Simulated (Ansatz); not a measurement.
Basis sets compared for (ZnTe)2 ring (Zn2Te2). The state is a singlet with charge 0. Geometry r2SCAN-D4/def2-SVP. Ansatz on 4 threads of Arm Neoverse V1 on a shared host; times are rough, and most runs start from earlier orbitals.

```
atom   x (Å)   y (Å)   z (Å)
 Zn1   1.110   0.041  -0.541
 Te2  -0.508   1.958  -0.895
 Zn3  -1.110  -0.041   0.541
 Te4   0.508  -1.958   0.895
```

In the def2 sets Te takes a core potential; there is no spin–orbit coupling.

Binding counts from free atoms (Zn singlet, Te triplet) in the same basis, without a counterpoise term.

| level | functions | energy (Eh) | HOMO (eV) | LUMO (eV) | binding per atom (eV) | wall time |
| --- | --- | --- | --- | --- | --- | --- |
| PBE-D4/def2-SVP | 114 | -4093.8768 | -4.95 | -3.34 | 1.64 | 1.6 s |
| PBE-D4/def2-TZVP | 196 | -4094.4277 | -5.18 | -3.61 | 1.51 | 3.1 s |
| r2SCAN-D4/def2-TZVP (with forces) | 196 | -4095.1498 | -5.39 | -3.46 | 1.53 | 8 s |
| PBE0-D4/def2-SVP | 114 | -4093.9681 | -5.90 | -2.67 | 1.59 | 3.1 s |
| PBE0-D4/def2-TZVP | 196 | -4094.4982 | -6.08 | -2.91 | 1.50 | 6.5 s |

(1) Estimate the rows for PBE-D4/def2-TZVPD, r2SCAN-D4/def2-TZVPD, PBE0-D4/def2-TZVPD.

## Answers

(1) 
| level | functions | energy (Eh) | HOMO (eV) | LUMO (eV) | binding per atom (eV) | wall time |
| --- | --- | --- | --- | --- | --- | --- |
| PBE-D4/def2-TZVPD | 220 | -4094.4284 | -5.20 | -3.63 | 1.51 | 4.2 s |
| r2SCAN-D4/def2-TZVPD | 220 | -4095.1504 | -5.40 | -3.47 | 1.53 | 9 s |
| PBE0-D4/def2-TZVPD | 220 | -4094.4987 | -6.09 | -2.93 | 1.50 | 8.5 s |
